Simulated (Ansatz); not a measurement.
Geometry optimisation, RKS PBE-D4/def2-SVP (Ansatz).

input.yaml

```yaml
crystal:
  periodic: [false, false, false]
  atoms:
    - { symbol: O, position_ang: [-1.02616, 1.04933, -0.15638] }
    - { symbol: Se, position_ang: [-0.67626, -0.91394, 0.55225] }
    - { symbol: B, position_ang: [-2.48868, -1.17528, 1.13976] }
    - { symbol: F, position_ang: [-2.75833, -2.3139, 1.67862] }
    - { symbol: H, position_ang: [-1.68902, 1.07941, -0.87186] }
    - { symbol: H, position_ang: [-1.3064, 1.66201, 0.54915] }
    - { symbol: H, position_ang: [-3.29079, -0.33865, 1.009] }
total_charge: 1
basis:
  gaussian: { orbitals: def2-SVP }
hamiltonian:
  xc: pbe
  dispersion: d4
relax:
  f_tol: 0.015
  max_steps: 40
```

Launched with:

```bash
$ ansatz run input.yaml --threads 1 --pin off --max-ram 2048MiB --backend cpu --events-out ev --progress --plain --runs-dir out
```

Problem. Where does it end, and by what steps?

Solution. The run converged. Limits of this set-up: the dipole of an ion depends on the origin. After 6 steps the energy has fallen by 0.166 eV; Se2 moved furthest, 0.09 Å.

```
step  energy less start (eV)  largest force component (eV/Å)  accepted
   0                  0.0000                           1.300       yes
   1                 -0.1384                           0.599       yes
   2                 -0.1611                           0.259       yes
   3                 -0.1629                           0.221       yes
   4                 -0.1469                           0.540        no
   5                 -0.1660                           0.019       yes
   6                 -0.1660                           0.014       yes
```

```xyz
7
Properties=species:S:1:pos:R:3
O -1.040 0.996 -0.131
Se -0.650 -0.835 0.513
B -2.506 -1.176 1.145
F -2.743 -2.341 1.684
H -1.677 1.053 -0.884
H -1.288 1.647 0.570
H -3.331 -0.295 1.002
```

The run took 16 s on 1 CPU thread of a shared host.
